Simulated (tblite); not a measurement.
Compound: C3H10Si3.
SMILES: `[SiH3]C1([SiH3])C=C[SiH2]1`

Level: GFN2-xTB in tblite, geometry and Hessian alike; calculated harmonic values, unscaled, isolated species. This tight-binding method is rough: wavenumbers can miss measured ones by several per cent, in bad cases by 10 to 20. Modes of hydrogen on silicon can be 10 to 20 % off.

Harmonic wavenumbers (cm⁻¹): 111.7, 118.6, 123.4, 150.1, 155.4, 206.0, 310.8, 400.7, 435.8, 486.3, 495.8, 504.8, 516.5, 535.3, 595.6, 607.6, 745.4, 748.1, 770.7, 774.0, 779.8, 786.7, 797.8, 809.9, 812.7, 878.0, 891.1, 915.5, 1066.8, 1080.8, 1255.1, 1574.0, 2211.1, 2227.4, 2228.7, 2236.0, 2243.1, 2252.9, 2254.8, 2267.1, 3033.3, 3070.6.

A = 2096, B = 1655, C = 1266 MHz; mass 130.009 u (most abundant isotopes); point group Cs, symmetry number 1.

Question: Zero-point energy?

Answer: Half the sum of the wavenumbers: 22233 cm⁻¹ = 63.57 kcal/mol.

Question: Entropy at 298.15 K, 1 bar (ideal gas, RRHO, classical rotation)?

Answer: Translation 40.53, rotation 28.68, vibration 26.65: S = 95.9 cal/(mol K).

Question: And Cp and H(298.15 K) − H(0)?

Answer: Cp = 40.67 cal/(mol K), of which vibrations give 32.72 (their classical limit is 42 R = 83.5); H(298.15 K) − H(0) = 6.97 kcal/mol without the zero-point energy, 4.60 from vibrations.

Question: What must be added to the electronic energy to get the Gibbs energy at 298.15 K and 1 bar?

Answer: ZPE + [H(298.15 K) − H(0)] − T·S = 63.57 + 6.97 − 28.58 = 41.96 kcal/mol.

Question: Which modes carry the vibrational entropy at 298.15 K?

Answer: 111.7 cm⁻¹: 3.24; 118.6 cm⁻¹: 3.12; 123.4 cm⁻¹: 3.05; 150.1 cm⁻¹: 2.67; 155.4 cm⁻¹: 2.61; 206.0 cm⁻¹: 2.08 cal/(mol K); the other 36 give 9.89 together.

Hindered rotation and anharmonicity are outside this model.
